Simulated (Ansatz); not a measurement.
Basis-set extrapolation for `[O][Si](O)(Cl)Cl` radical (PBE0-D4/def2-TZVP geometry, frozen core, Ansatz 0.2.0). Multiplicity 2, UHF reference.

```tsv
	def2-TZVPP	def2-QZVPP
HF	-1358.510204	-1358.552144
MP2 correlation	-0.906767	-0.993495
CCSD(T) correlation	-0.989696	not run
```

Energies in hartree. Use E(X) = E(∞) + A·exp(−7.88·√X) for Hartree–Fock and E(X) = E(∞) + B·X^(−2.97) for correlation, with X = 3 and 4, and add CCSD(T) minus MP2 of the smaller set to the MP2 limit.

Task: What is the CCSD(T) energy at the basis-set limit?

Result: HF limit: -1358.552144 + (-0.041940) × 0.13774 = -1358.55792. MP2 limit: -0.993495 + (-0.086728) × 0.74074 = -1.05774. Higher-order term: -0.989696 − (-0.906767) = -0.08293. Total: -1359.69859 hartree, 5.41 eV below CCSD(T)/def2-TZVPP.
